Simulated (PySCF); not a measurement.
## Working out the ionisation energy of Xe

Xe [Xe] (1S) → Xe⁺ [Kr] 4d10 5s2 5p5 (2P). Calculation: PySCF 2.14, in def2-TZVPPD with the def2 core potential (28 electrons) (7s6p4d2f, 59 functions); scalar relativity through the core potential. Frozen: 4s2 4p6 4d10. Energies in hartree (1 hartree = 27.21139 eV):

```json
{"part": "UHF", "Xe (lower)": "-328.298441", "Xe⁺ (upper)": "-327.877199"}
{"part": "CCSD correlation", "Xe (lower)": "-0.160649", "Xe⁺ (upper)": "-0.135204"}
{"part": "(T)", "Xe (lower)": "-0.004963", "Xe⁺ (upper)": "-0.003600"}
```

**Question.** What does Hartree-Fock give?

**Answer.** (-327.877199) − (-328.298441) = 0.421242 hartree = 11.463 eV.

**Question.** What do CCSD and CCSD(T) give?

**Answer.** The CCSD correlation energies differ by 0.025445 hartree = 0.692 eV and the triples by 0.001363 hartree = 0.037 eV, so CCSD gives 12.155 eV and CCSD(T) 12.192 eV.

Measured between the centres of the two terms (NIST): 12.565 eV, so CCSD(T) (valence) is off by -0.373 eV.

What remains against the reference includes basis incompleteness, the frozen core and higher excitations.
